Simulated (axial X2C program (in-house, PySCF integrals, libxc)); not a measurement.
**Curves of FTcF⁺ from open-shell CI on d4 s0 p(π)0**

Computed with an axial X2C code built on PySCF integrals: two-component X2C with atomic mean-field Coulomb and Gaunt terms, basis F dyall-v3z, Tc dyall-v3z (cores contracted in-house). Orbitals come from Hartree–Fock averaged over the configuration Tc d4 s0 p(π)0; CI then distributes these electrons over the d, s, p(π) shells of Tc.

Scan along the symmetric stretch (R is each bond); masses F 18.998 u, Tc 98.907 u, F 18.998 u. Energies in cm⁻¹ from the lowest point; levels are followed by energy order within each Ω. Lowest level at 1.833 Å: 100% d4.

| R (Å) | (1)Ω=0 | (1)Ω=1 | (1)Ω=2 | (2)Ω=1 | (2)Ω=0 |
| --- | --- | --- | --- | --- | --- |
| 1.705 | 6896 | 6913 | 6950 | 11853 | 12005 |
| 1.769 | 1600 | 1620 | 1673 | 8201 | 8362 |
| 1.833 | 0 | 22 | 83 | 7657 | 7824 |
| 1.906 | 1401 | 1425 | 1492 | 9724 | 9895 |
| 1.980 | 5245 | 5271 | 5343 | 13843 | 14016 |
| 2.062 | 11359 | 11386 | 11462 | 19981 | 20153 |
| 2.163 | 20454 | 20482 | 20562 | 28916 | 29086 |

Q: Fit the curves (1)Ω=0, (1)Ω=1, (1)Ω=2, (2)Ω=1, (2)Ω=0 near their minima.

A: From the open-shell CI curves, Te from the lowest:

```json
{"level": "(1)Ω=0", "Te (cm⁻¹)": "0", "Re (Å)": "1.836", "ωe (cm⁻¹)": "753.7"}
{"level": "(1)Ω=1", "Te (cm⁻¹)": "23", "Re (Å)": "1.836", "ωe (cm⁻¹)": "753.7"}
{"level": "(1)Ω=2", "Te (cm⁻¹)": "84", "Re (Å)": "1.836", "ωe (cm⁻¹)": "753.6"}
{"level": "(2)Ω=1", "Te (cm⁻¹)": "7554", "Re (Å)": "1.814", "ωe (cm⁻¹)": "727.5"}
{"level": "(2)Ω=0", "Te (cm⁻¹)": "7719", "Re (Å)": "1.814", "ωe (cm⁻¹)": "727.4"}
```

Without dynamic correlation distances can be off by several hundredths of an Å (long for ionic bonds, short for multiple bonds) and the wavenumbers are rough.

The 5 lowest curves are shown; the next is (3)Ω=0, from 7845 cm⁻¹.

Dynamic correlation is missing, so gaps between terms are too wide and other configurations may lie lower; the lowest level listed is that of this model, not necessarily the ground state. For d shells the ligand-field splittings (σ, π, δ) and their order can be off by a thousand cm⁻¹ or more. At most 4 roots were kept for each Ω > 0 (twice that for Ω = 0) within 3.2 eV of the lowest, so higher up levels can be missing between those listed; levels with Ω > 0 are doubly degenerate and listed once, Ω = 0 levels singly. Some active spinors are only partly of the character that their shell is named for, so the shell names and counts are nominal. States that fill the shells left empty in the average are placed too high. The molecule was held linear; bending was not examined.
